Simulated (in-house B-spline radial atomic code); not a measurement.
Configurations of Sn IX (Sn8+), with energies counted from [Kr] (4d3/2)4 (4d5/2)2. Method: Dirac-Hartree-Fock, average of each configuration as written, Fermi nucleus of rms radius 4.6519 fm. Calculated with a B-spline radial code for spherical atoms. Energies include first-order Breit, QED and recoil terms.

Occupations are held fixed; configurations that lie above the ionisation limit could autoionise.

| configuration | E - E(ref) (eV) | highest orbital | its <r> (bohr) |
| --- | --- | --- | --- |
| [Kr] (4d3/2)2 (4d5/2)4 | 3.058 | 4d5/2 | 0.9617 |
| [Kr] (4d3/2)1 (4d5/2)5 | 3.935 | 4d5/2 | 0.9612 |
| [Kr] (4d3/2)2 (4d5/2)3 (5p1/2)1 | 63.273 | 5p1/2 | 1.828 |
| [Ar] 3d10 4s2 (4p1/2)2 (4p3/2)3 (4d3/2)3 (4d5/2)4 | 74.184 | 4d5/2 | 0.9613 |
| [Ar] 3d10 4s2 (4p1/2)2 (4p3/2)3 (4d3/2)3 (4d5/2)3 8s1 | 203.49 | 8s1/2 | 6.428 |
| [Ar] 3d10 4s2 (4p1/2)1 (4p3/2)4 (4d3/2)3 (4d5/2)3 (7p3/2)1 | 205.19 | 7p3/2 | 4.853 |

(1) Order these further configurations by energy, lowest first.
A. [Kr] (4d5/2)5 (8d3/2)1
B. [Ar] 3d10 4s2 (4p1/2)1 (4p3/2)4 (4d5/2)6 (5d3/2)1
C. [Ar] 3d10 4s2 (4p1/2)1 (4p3/2)4 (4d3/2)1 (4d5/2)5 (5p3/2)1
D. [Kr] (4d3/2)2 (4d5/2)3 (7f5/2)1
E. [Ar] (3d3/2)3 (3d5/2)6 4s2 4p6 (4d5/2)6 (8g7/2)1

(2) How far above the reference does [Kr] (4d3/2)3 (4d5/2)3 lie?

## Answers

(1) D (135.89 eV), A (140.09 eV), C (143.62 eV), B (163.55 eV), E (631.27 eV).

(2) 1.7462 eV; its least bound orbital is 4d5/2 with <r> = 0.9622 bohr.
